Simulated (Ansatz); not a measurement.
# One elementary step

Start structure (ZnH4SO, singlet), relaxed at PBE0-D4/def2-TZVP:

```
7
angstrom
Zn 0.5460 -0.6225 1.0191
H 0.5544 0.1922 2.3101
O 0.9162 -1.7763 -0.3053
H -0.7809 2.1769 -0.0404
S -1.1908 1.0323 -0.6090
H 0.1753 -2.0654 -0.8385
H -0.2203 1.0628 -1.5360
```

The step: ZnH₂O ([OH][ZnH]) + H₂S → ZnH₂SO ([OH][Zn][SH]) + H₂; bonds formed: Zn1–S5, H2–H4; bonds broken: Zn1–H2, H4–S5. Computed with Ansatz 0.2.0 (basis: def2-TZVPP and def2-QZVPP); correlated methods freeze the cores. The 3s and 3p shells of Cu and Zn are frozen; filled d shells are correlated. Extrapolation: Hartree–Fock as exp(−7.88 √X), correlation as X^−2.97. Energies below are by CCSD(T) at an estimated basis limit (MP2 extrapolated from triple and quadruple zeta, plus CCSD(T) − MP2 in triple zeta).

Task: What are the electronic barrier and the energy of the step, from the start structure to the end structure? (An estimate is asked for; the value comes from the calculation.)

Result: Computed: Barrier 1.023 eV; step energy -0.629 eV (downhill); reverse barrier, their difference, 1.652 eV. Barrier and step energy count from the start structure, the reverse barrier from the end structure.

The saddle point: One imaginary mode of 1153i cm⁻¹.
```
  pair  start (Å)  saddle (Å)  end (Å)
Zn1–S5       2.90        2.45     2.15
 H2–H4       3.35        1.10     0.75
Zn1–H2       1.53        1.71     2.71
 H4–S5       1.34        1.67     3.74
```

Zero-point energy (harmonic, PBE0-D4): ZPE is 0.973 eV at the start and 0.929 eV at the saddle, so the barrier goes from 1.023 to 0.978 eV.

T1 diagnostic: at most 0.017.

Exchanges of this kind with a chalcogen hydride build sulfide and selenide films.

Labels in which every atom is bracketed show which atoms are joined, not bond orders.

For scale, one of the runs: CCSD(T)/def2-TZVPP, 193 basis functions, launched by `ansatz run in.yaml --threads 4 --pin off --events-out ev --progress --plain --max-ram 9574MiB`. Time: 48 s of wall clock on 4 CPU threads of an Arm Neoverse V1; the host was shared. Peak host memory: 2.1 GiB.
